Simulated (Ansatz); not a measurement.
Cost and result up the ladder for (CdO)6 ring (Cd6O6) (12 atoms). The state is a singlet with charge 0. Geometry: r2SCAN-D4/def2-SVP.

```xyz
12

Cd    0.959   -1.443   -2.849
O     0.393    0.113   -3.906
Cd   -0.372    1.613   -2.894
O    -1.151    3.177   -1.997
Cd   -1.344    3.049   -0.047
O    -1.591    3.043    1.902
Cd   -0.969    1.438    2.847
O    -0.387   -0.110    3.906
Cd    0.385   -1.607    2.896
O     1.173   -3.167    2.000
Cd    1.341   -3.051    0.047
O     1.562   -3.056   -1.905
```

Ansatz; hardware A = 2 threads of AMD EPYC 7R13 on a shared host and a share (18 GiB) of an NVIDIA H100 80GB HBM3; B = 2 threads of AMD EPYC 7R13 on a shared host. Times are rough, and most runs start from the orbitals of an earlier one. PBE0-D4/def2-TZVP serves as the yardstick here, not as an exact answer. Differences are given only for rows in sets of like size (and for xTB, whose basis is part of the method), since another set adds its own error. Binding counts from free atoms at the same level (Cd singlet, O triplet; other spins of the atoms weren't run), without zero-point energy or a counterpoise term.

In the def2 sets Cd takes a core potential; there is no spin–orbit coupling. LC-ωPBE has ω = 0.4 bohr⁻¹. Correlated methods freeze 6 core orbitals; core or outer-core shells of Cd are correlated, in sets that lack core-valence functions. Single mean-field runs in def2-TZVP are fitted with def2-universal-jkfit.

Correlated methods converge slowly with the basis.

```json
{"level": "MP2/def2-TZVP [A]", "functions": "426", "wall time": "4.9 s", "binding energy per atom (eV)": "2.35", "difference from PBE0-D4/def2-TZVP (eV)": "0.32"}
{"level": "PBE-D4/def2-TZVP [A]", "functions": "426", "wall time": "5.5 s", "binding energy per atom (eV)": "2.27", "difference from PBE0-D4/def2-TZVP (eV)": "0.23"}
{"level": "LDA (SPW92)/def2-TZVP [A]", "functions": "426", "wall time": "6 s", "binding energy per atom (eV)": "2.86", "difference from PBE0-D4/def2-TZVP (eV)": "0.82"}
{"level": "B2PLYP/def2-TZVP [A]", "functions": "426", "wall time": "6 s", "binding energy per atom (eV)": "2.06", "difference from PBE0-D4/def2-TZVP (eV)": "0.03"}
{"level": "LC-ωPBE/def2-TZVP (with forces) [A]", "functions": "426", "wall time": "7 s", "binding energy per atom (eV)": "2.25", "difference from PBE0-D4/def2-TZVP (eV)": "0.22"}
{"level": "PBE0-D4/def2-TZVP [A]", "functions": "426", "wall time": "7.5 s", "binding energy per atom (eV)": "2.04", "difference from PBE0-D4/def2-TZVP (eV)": "0.00"}
{"level": "r2SCAN-D4/def2-TZVP (with forces) [A]", "functions": "426", "wall time": "7.5 s", "binding energy per atom (eV)": "2.21", "difference from PBE0-D4/def2-TZVP (eV)": "0.17"}
{"level": "RPA@PBE/def2-TZVP [A]", "functions": "426", "wall time": "7.5 s", "binding energy per atom (eV)": "1.91", "difference from PBE0-D4/def2-TZVP (eV)": "-0.13"}
{"level": "PBE-D4/def2-SVP [B]", "functions": "270", "wall time": "10 s", "binding energy per atom (eV)": "2.33", "difference from PBE0-D4/def2-TZVP (eV)": "–"}
{"level": "PBE0-D4/def2-SVP [B]", "functions": "270", "wall time": "20 s", "binding energy per atom (eV)": "2.07", "difference from PBE0-D4/def2-TZVP (eV)": "–"}
```
